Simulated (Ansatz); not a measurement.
Total energies of In6Sb6H18, a cluster cut from wurtzite InSb (hydrogen-capped) from Ansatz at PBE0-D4/def2-TZVP, gas phase (1 Eh = 27.2114 eV = 2625.5 kJ/mol). The reference geometry is relaxed at PBE-D4/def2-SVP.

```xyz
30

Sb   -2.970   -1.042   -0.552
In   -1.258   -0.601   -2.867
In   -1.957    3.260   -0.533
Sb   -0.104    1.903   -2.310
Sb    0.757   -2.463   -1.887
In    2.762    1.450   -2.231
In   -2.274   -0.383    2.199
Sb   -0.954    2.085    1.925
Sb   -0.068   -2.285    2.231
In    2.309   -2.127    0.555
In    1.715    1.682    2.993
Sb    2.877    0.627    0.551
H    -4.547   -0.455   -0.893
H    -3.411   -2.709   -0.569
H    -2.001   -1.178   -4.330
H    -3.483    2.447   -0.805
H    -1.621    4.964   -0.540
H    -0.380    2.628   -3.849
H    -0.010   -4.003   -1.775
H     1.804   -2.900   -3.174
H     2.981   -0.040   -3.123
H     3.596    2.961   -2.426
H    -3.534   -0.850    3.305
H    -1.790    2.930    3.173
H    -0.755   -3.845    1.970
H     0.399   -2.586    3.855
H     3.371   -3.479    0.826
H     2.432    3.220    3.360
H     1.553    0.278    4.027
H     4.562    0.513    0.893
```

```csv
state,geometry,energy (Eh)
charge 0 singlet,reference,-2593.42524
charge 1 doublet,reference,-2593.13867
charge 1 doublet,relaxed at PBE-D4/def2-SVP,-2593.15600
charge -1 doublet,reference,-2593.46423
free Sb atom (quartet),–,-240.22283
free In atom (doublet),–,-190.11398
free H atom (doublet),–,-0.50104
```

In the def2 sets In, Sb take a core potential; there is no spin–orbit coupling. Single mean-field runs in def2-TZVP are fitted with def2-universal-jkfit.

(1) Work out the vertical ionisation energy to the doublet.

(2) Work out the vertical electron affinity, to the doublet.

(3) Give the fundamental gap IE − EA, the Mulliken electronegativity (IE + EA)/2 and the hardness (IE − EA)/2.

(4) How much does the charge 1 doublet relax, and what is the adiabatic ionisation energy?

(5) What is the binding energy per atom against free atoms?

(1) E(charge 1 doublet) − E(charge 0 singlet) = -2593.13867 − (-2593.42524) = 0.28657 Eh = 7.80 eV. For comparison, −ε of the highest occupied level is 6.70 eV at this level, 1.10 eV less.

(2) E(charge 0 singlet) − E(charge -1 doublet) = -2593.42524 − (-2593.46423) = 0.03899 Eh = 1.06 eV. The basis lacks diffuse functions, which makes affinities too small.

(3) From the values in Eh: IE − EA = 0.28657 − 0.03899 = 0.24758 Eh = 6.74 eV; (IE + EA)/2 = 4.43 eV; (IE − EA)/2 = 3.37 eV. The HOMO–LUMO gap of the same run is 4.71 eV, 2.03 eV smaller than the fundamental gap.

(4) Relaxation: -2593.13867 − (-2593.15600) = 0.01733 Eh = 0.47 eV. Adiabatic ionisation energy: 0.26924 Eh = 7.33 eV, without zero-point energy. 

(5) Atoms: 6 × (-240.22283) + 6 × (-190.11398) + 18 × (-0.50104) = -2591.03958 Eh. Binding: -2591.03958 − (-2593.42524) = 2.38566 Eh = 64.92 eV, or 2.16 eV for each of 30 atoms (no zero-point energy, no counterpoise term).
